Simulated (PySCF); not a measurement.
Mg(NH2)(SH) (H3MgNS), SMILES [NH2][Mg][SH].

Geometry: B3LYP-D3(BJ)/def2-TZVP. One conformer was computed; it need not be the lowest.

Computed with TDDFT-LC-ωPBE/def2-SVPD (PySCF).

Vertical excitations. The molecule is in vacuum. State labels are in the subgroup Cs.

Computed excitation energies, oscillator strengths and character:
| state | symmetry | energy (eV) | λ (nm) | f | main pairs |
|---|---|---|---|---|---|
| S1 | A' | 4.95 | 250 | 0.070 | HOMO→LUMO 86 % |
| S2 | A" | 5.44 | 228 | 0.077 | HOMO−1→LUMO 85 % |
| S3 | A" | 6.02 | 206 | 0.000 | HOMO→LUMO+1 68 %, HOMO→LUMO+5 28 % |
| S4 | A" | 6.36 | 195 | 0.000 | HOMO−1→LUMO+4 48 %, HOMO−1→LUMO+2 29 %, HOMO−1→LUMO+8 9 %, HOMO−1→LUMO+3 8 % |
| S5 | A' | 6.54 | 190 | 0.033 | HOMO−2→LUMO 52 %, HOMO→LUMO+2 18 %, HOMO−1→LUMO+1 11 % |
| S6 | A' | 6.69 | 185 | 0.087 | HOMO→LUMO+2 55 %, HOMO→LUMO+4 15 %, HOMO−1→LUMO+1 10 %, HOMO−2→LUMO 9 % |
| S7 | A' | 6.84 | 181 | 0.010 | HOMO→LUMO+3 69 %, HOMO→LUMO+6 12 % |
| S8 | A" | 6.92 | 179 | 0.000 | HOMO−1→LUMO+8 47 %, HOMO−1→LUMO+2 35 %, HOMO−1→LUMO+3 9 % |
| S9 | A' | 7.00 | 177 | 0.252 | HOMO−1→LUMO+1 42 %, HOMO−2→LUMO 18 %, HOMO−1→LUMO+5 16 % |
| S10 | A' | 7.62 | 163 | 0.110 | HOMO−2→LUMO+2 43 %, HOMO−2→LUMO+4 36 % |
| T1 | A' | 4.51 | 275 | 0 | HOMO→LUMO 81 % |
| T2 | A" | 5.06 | 245 | 0 | HOMO−1→LUMO 79 % |
| T3 | A' | 5.79 | 214 | 0 | HOMO→LUMO+2 63 %, HOMO→LUMO+4 23 % |
| T4 | A' | 5.90 | 210 | 0 | HOMO−2→LUMO 65 % |
Triplets are in the Tamm–Dancoff approximation, which puts them higher than full response would, so one can lie above its singlet here.
